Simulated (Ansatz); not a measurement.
Process, species as SMILES: [GeH3] (GeH3) → [GeH3-] (an electron is taken up)
B3LYP-D3(BJ)/def2-TZVP geometries, fixed; electronic energies without zero-point terms; positive where energy is released.

Basis-set convergence of the adiabatic electron affinity at HF with Ansatz (a program for electronic structure). Cartesian d functions, on some or all atoms, in 3-21G, 6-31G*, 6-31G**; all else is spherical. Open shells are unrestricted. No added dispersion term, no relativity. Functions are those of the species that has most. Reference: the value in aug-cc-pV5Z, 0.391 eV, itself unsure by roughly 0.006 eV (its mean distance from aug-pcseg-3, aug-cc-pVQZ, def2-QZVPPD). Deviations are taken from unrounded values.

```json
[
 {"basis": "3-21G", "functions": "29", "adiabatic electron affinity (eV)": "0.174", "minus reference (eV)": "-0.218"},
 {"basis": "def2-SV(P)", "functions": "38", "adiabatic electron affinity (eV)": "0.279", "minus reference (eV)": "-0.112"},
 {"basis": "6-31G*", "functions": "41", "adiabatic electron affinity (eV)": "0.282", "minus reference (eV)": "-0.109"},
 {"basis": "cc-pVDZ", "functions": "42", "adiabatic electron affinity (eV)": "0.224", "minus reference (eV)": "-0.167"},
 {"basis": "6-31G**", "functions": "50", "adiabatic electron affinity (eV)": "0.232", "minus reference (eV)": "-0.159"},
 {"basis": "def2-SVPD", "functions": "62", "adiabatic electron affinity (eV)": "0.276", "minus reference (eV)": "-0.115"},
 {"basis": "aug-cc-pVDZ", "functions": "63", "adiabatic electron affinity (eV)": "0.414", "minus reference (eV)": "0.023"},
 {"basis": "def2-TZVP", "functions": "66", "adiabatic electron affinity (eV)": "0.262", "minus reference (eV)": "-0.129"},
 {"basis": "cc-pVTZ", "functions": "85", "adiabatic electron affinity (eV)": "0.316", "minus reference (eV)": "-0.075"},
 {"basis": "pcseg-2", "functions": "85", "adiabatic electron affinity (eV)": "0.368", "minus reference (eV)": "-0.023"},
 {"basis": "def2-TZVPP", "functions": "90", "adiabatic electron affinity (eV)": "0.257", "minus reference (eV)": "-0.134"},
 {"basis": "def2-TZVPPD", "functions": "105", "adiabatic electron affinity (eV)": "0.325", "minus reference (eV)": "-0.066"},
 {"basis": "aug-cc-pVTZ", "functions": "128", "adiabatic electron affinity (eV)": "0.395", "minus reference (eV)": "0.004"},
 {"basis": "cc-pVQZ", "functions": "158", "adiabatic electron affinity (eV)": "0.364", "minus reference (eV)": "-0.027"},
 {"basis": "def2-QZVP", "functions": "165", "adiabatic electron affinity (eV)": "0.353", "minus reference (eV)": "-0.038"},
 {"basis": "def2-QZVPPD", "functions": "194", "adiabatic electron affinity (eV)": "0.377", "minus reference (eV)": "-0.014"},
 {"basis": "aug-cc-pVQZ", "functions": "231", "adiabatic electron affinity (eV)": "0.391", "minus reference (eV)": "0.000"},
 {"basis": "aug-cc-pV5Z", "functions": "380", "adiabatic electron affinity (eV)": "0.391", "minus reference (eV)": "0.000"}
]
```

The smallest set listed that lies within 0.05 eV of the reference with all its larger relatives (same family, alike in diffuse functions; a set with none counts only in the reference's own line) is aug-cc-pVDZ (63 functions, 0.023 eV off). Inside, with no larger relative to test it: def2-QZVPPD. (Relatives not listed, tested too: pcseg-3 -0.007, def2-QZVPP -0.036, cc-pV5Z -0.014, pcseg-4 -0.007 eV.)
